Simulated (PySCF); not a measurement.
Excitation energy of Te by level of theory

Te [Kr] 4d10 5s2 5p4 (3P) → Te [Kr] 4d10 5s2 5p3 5d1 (5D), as a difference of total energies. Computed with PySCF 2.14 in aug-cc-pV5Z-PP with ECP28MDF (8s8p6d4f3g2h, 139 functions), with scalar relativity through the core potential. Correlated levels: valence: 4s2 4p6 4d10 frozen. The calculations carry no spin-orbit coupling.

```csv
method,excitation energy (cm⁻¹)
UHF,48758
LDA,53962
PBE,51696
PBE0,52483
r2SCAN,53332
TPSS,52569
M06-2X,52373
revPBE,51125
MP2 (valence),53011
SCS-MP2 (valence),54632
```

The promoted electron is Rydberg-like, and one or two diffuse shells describe it only roughly, which tends to raise the upper state.

For comparison: 53676 cm⁻¹ (measured; NIST levels, between the centres of gravity of the two terms).
